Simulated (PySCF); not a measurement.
**Static response to an electric field**

Compound: C5H9NS.
Atom-mapped SMILES: `[SH:1][C@@H:2]1[CH:3]=[N:4][CH2:5][CH2:6][CH2:7]1` (hydrogens: H8 on S1; H9 on C2; H10 on C3; H11, H12 on C5; H13, H14 on C6; H15, H16 on C7)

Structure used (GFN2-xTB), in Å, numbered top down from 1:
```xyz
16
C5H9NS angstrom
S      2.8556   -0.1784    0.0505
C      1.1217   -0.0549   -0.5388
C      0.6011    1.3360   -0.3065
N     -0.5456    1.6502    0.0897
C     -1.5444    0.6517    0.3522
C     -1.2305   -0.7330   -0.2178
C      0.2158   -1.0913    0.1152
H      2.6054    0.2221    1.2966
H      1.2062   -0.2325   -1.6163
H      1.3019    2.1439   -0.4865
H     -2.4850    1.0380   -0.0512
H     -1.6576    0.6042    1.4415
H     -1.9157   -1.4736    0.1957
H     -1.3589   -0.7154   -1.3027
H      0.4665   -2.0946   -0.2324
H      0.3559   -1.0636    1.1995
```

Level: B3LYP/def2-SVPD (PySCF), static field, nuclei fixed, core orbitals frozen in the response. The polarisability tensor in these axes (au):

```
x   107.95  -2.27  -2.21
y    -2.27  79.93   0.14
z    -2.21   0.14  69.83
```

Q: Diagonalise the tensor; give its mean and Δα, where Δα² is half the sum of the squared differences of the eigenvalues.

A: Principal values 69.70, 79.75 and 108.26 au; mean 85.90 au = 12.73 Å³ = 14.16 × 10⁻⁴⁰ C²·m²/J; Δα = 34.64 au (40 % of the mean).

Q: What is the dipole moment, and where does it point?

A: (-1.09, -1.66, -0.05) D, 1.98 D in size, pointing from the negative to the positive side. Measured along this direction, the outermost atoms are H10 at the negative end and H13 at the positive end.

Q: Give the principal axes and the span of the nuclei along them.

A: Largest value along (1.00, -0.08, -0.06), where the nuclei span 5.41 Å; middle along (0.08, 1.00, 0.00), 4.29 Å; least along (0.06, 0.00, 1.00), 2.99 Å. The response follows the extents in order.

Q: What molar refraction does this α imply?

A: Lorentz–Lorenz: R = (4π/3)N_A α = 2.5225 cm³/(mol·Å³) × 12.73 Å³ = 32.1 cm³/mol, in the limit of long wavelengths.

Q: What depolarisation ratio follows for Rayleigh scattering of linearly polarised light, taking the static tensor?

A: ρ = 3Δα²/(45ᾱ² + 4Δα²) = 3600.0/(332075 + 4800.1) = 0.0107.

Q: What would n − 1 = 2πNα be for an ideal gas of these molecules at 400 K and 1 atm, electronic part alone?

A: N = p/kT = 1.8347 × 10¹⁹ cm⁻³, so n − 1 = 2π × N × 12.73 × 10⁻²⁴ cm³ = 1467 × 10⁻⁶ at long wavelengths, for an ideal gas.

Q: In a dilute gas of rigid molecules at 298 K, how does the orientational term μ²/3kT compare with the electronic polarisability?

A: In Gaussian units μ²/3kT = 31.88 Å³ against 12.73 Å³, a ratio of 2.50; the Debye molar polarisation (4π/3)N_A(α + μ²/3kT) is 112.5 cm³/mol, leaving out the vibrational part.

Isolated species at its GFN2-xTB geometry (one conformer only).
